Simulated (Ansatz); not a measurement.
System: GeS, charge 0, singlet. GeS (sulfanylidenegermanium, SMILES [Ge]=[S]).
B3LYP-D3(BJ)/def2-TZVP minimum from Ansatz (a program for electronic structure):
```
Ge
S 1 2.0285
```

Total energies in hartree (Ansatz). UHF or UKS for unpaired electrons; spin-orbit terms are left out. Cores are frozen in correlated methods (noble-gas shells, and filled d and f shells in the p block). No relativity. The T1 diagnostic of GeS ([S]=[Ge], singlet) reaches 0.029 in the sets run.

```tsv
species	HF/def2-TZVPP	CCSD(T)/def2-TZVPP	HF/def2-QZVPP	CCSD(T)/def2-QZVPP	CCSDT(Q)/def2-QZVPP
1: GeS (SMILES [S]=[Ge])	-2472.94229	-2473.23483	-2472.99522	-2473.30738	-2473.30978
2: Ge (triplet)	-2075.32100	-2075.38759	-2075.36298	-2075.43218	-2075.43271
3: S (triplet)	-397.50200	-397.64674	-397.51300	-397.66869	-397.66971
```

Task: Work out the atomisation energy (electronic, to ground-state atoms) in kJ/mol: take Hartree-Fock from def2-QZVPP, extrapolate the CCSD(T) correlation energy as X^-3 (X = 3, 4), and add CCSDT(Q) - CCSD(T) in def2-QZVPP. 1 hartree = 2625.5 kJ/mol.

Result: 
Species 1: correlation (64·(-0.31216) - 27·(-0.29254))/37 = -0.32648; step -0.00240; E1 = -2472.99522 + (-0.32648) + (-0.00240) = -2473.32410
Species 2: correlation (64·(-0.06920) - 27·(-0.06659))/37 = -0.07110; step -0.00053; E2 = -2075.36298 + (-0.07110) + (-0.00053) = -2075.43461
Species 3: correlation (64·(-0.15569) - 27·(-0.14474))/37 = -0.16368; step -0.00102; E3 = -397.51300 + (-0.16368) + (-0.00102) = -397.67770
-1·E1 +1·E2 +1·E3 = 0.21179 hartree = 556.1 kJ/mol.
